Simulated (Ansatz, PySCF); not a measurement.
C3H6F2Si, SMILES [SiH3]CC=C(F)F. Atoms are numbered in the order given.

```xyz
12

F      1.9083    -0.5064    -0.4749
C      1.3444     0.2631     0.4300
F      2.1486     0.4279     1.4535
C      0.1344     0.7990     0.3185
C     -0.7799     0.5724    -0.8402
Si    -2.1968    -0.6123    -0.4079
H     -0.1955     1.4104     1.1614
H     -1.2199     1.5257    -1.1783
H     -0.2309     0.1534    -1.6983
H     -2.9585    -0.0832     0.7651
H     -3.1322    -0.7522    -1.5667
H     -1.6446    -1.9550    -0.0560
```

Coordinates come from a PBE0-D3(BJ)/def2-SVP optimisation. The structure was generated by enumeration, and PubChem lists no compound with its InChIKey, so it may never have been made. The values are those of a single conformer.

Two levels are set side by side: PBE-D3(BJ)/def2-SVP (Ansatz, an electronic-structure program) and PBE0-D3(BJ)/def2-SVP (Ansatz). Each level has its own optimised geometry; the coordinates shown are those of the second. Frequencies come from the Hessian of PySCF at each geometry. Differences are taken from unrounded values.

```json
[
 {"quantity": "mean bond length (Å)", "PBE0-D3(BJ)": "1.375", "PBE-D3(BJ)": "1.386", "PBE-D3(BJ) minus PBE0-D3(BJ)": "0.011"},
 {"quantity": "bond F1–C2 (Å)", "PBE0-D3(BJ)": "1.315", "PBE-D3(BJ)": "1.331", "PBE-D3(BJ) minus PBE0-D3(BJ)": "0.016"},
 {"quantity": "bond C2–F3 (Å)", "PBE0-D3(BJ)": "1.312", "PBE-D3(BJ)": "1.327", "PBE-D3(BJ) minus PBE0-D3(BJ)": "0.015"},
 {"quantity": "bond C2–C4 (Å)", "PBE0-D3(BJ)": "1.328", "PBE-D3(BJ)": "1.341", "PBE-D3(BJ) minus PBE0-D3(BJ)": "0.013"},
 {"quantity": "bond C4–C5 (Å)", "PBE0-D3(BJ)": "1.493", "PBE-D3(BJ)": "1.500", "PBE-D3(BJ) minus PBE0-D3(BJ)": "0.006"},
 {"quantity": "bond C5–Si6 (Å)", "PBE0-D3(BJ)": "1.897", "PBE-D3(BJ)": "1.910", "PBE-D3(BJ) minus PBE0-D3(BJ)": "0.013"},
 {"quantity": "bond C4–H7 (Å)", "PBE0-D3(BJ)": "1.092", "PBE-D3(BJ)": "1.100", "PBE-D3(BJ) minus PBE0-D3(BJ)": "0.008"},
 {"quantity": "bond C5–H8 (Å)", "PBE0-D3(BJ)": "1.103", "PBE-D3(BJ)": "1.111", "PBE-D3(BJ) minus PBE0-D3(BJ)": "0.008"},
 {"quantity": "bond C5–H9 (Å)", "PBE0-D3(BJ)": "1.101", "PBE-D3(BJ)": "1.109", "PBE-D3(BJ) minus PBE0-D3(BJ)": "0.008"},
 {"quantity": "bond Si6–H10 (Å)", "PBE0-D3(BJ)": "1.495", "PBE-D3(BJ)": "1.505", "PBE-D3(BJ) minus PBE0-D3(BJ)": "0.010"},
 {"quantity": "bond Si6–H11 (Å)", "PBE0-D3(BJ)": "1.496", "PBE-D3(BJ)": "1.507", "PBE-D3(BJ) minus PBE0-D3(BJ)": "0.011"},
 {"quantity": "bond Si6–H12 (Å)", "PBE0-D3(BJ)": "1.494", "PBE-D3(BJ)": "1.504", "PBE-D3(BJ) minus PBE0-D3(BJ)": "0.010"},
 {"quantity": "highest harmonic wavenumber (cm⁻¹)", "PBE0-D3(BJ)": "3230", "PBE-D3(BJ)": "3139", "PBE-D3(BJ) minus PBE0-D3(BJ)": "-91"},
 {"quantity": "mean harmonic wavenumber (cm⁻¹)", "PBE0-D3(BJ)": "1179", "PBE-D3(BJ)": "1137", "PBE-D3(BJ) minus PBE0-D3(BJ)": "-42"},
 {"quantity": "zero-point energy (kcal/mol)", "PBE0-D3(BJ)": "50.56", "PBE-D3(BJ)": "48.77", "PBE-D3(BJ) minus PBE0-D3(BJ)": "-1.79"}
]
```

GGA bonds tend to be longer and softer than those of functionals with exact exchange. Differences between two approximate levels are no errors against the true value.
